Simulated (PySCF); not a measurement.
## Working out the excitation energy of Hf

Hf [Xe] 4f14 5d2 6s2 (3F) → Hf [Xe] 4f14 5d2 6s1 7s1 (5F). Calculation: PySCF 2.14, in aug-cc-pVDZ-PP with ECP60MDF (5s5p4d2f, 54 functions); scalar relativity through the core potential. Frozen: 5s2 5p6. Energies in hartree (1 hartree = 27.21139 eV):

| part | Hf (lower) | Hf (upper) |
| --- | --- | --- |
| UHF | -47.943256 | -47.815871 |
| CCSD correlation | -0.058633 | -0.017990 |
| (T) | -0.002763 | -0.000284 |

Problem. What does Hartree-Fock give?

Solution. (-47.815871) − (-47.943256) = 0.127385 hartree = 3.466 eV.

Problem. What do CCSD and CCSD(T) give?

Solution. The CCSD correlation energies differ by 0.040643 hartree = 1.106 eV and the triples by 0.002479 hartree = 0.067 eV, so CCSD gives 4.572 eV and CCSD(T) 4.639 eV.

A double-zeta basis recovers only part of the correlation energy.
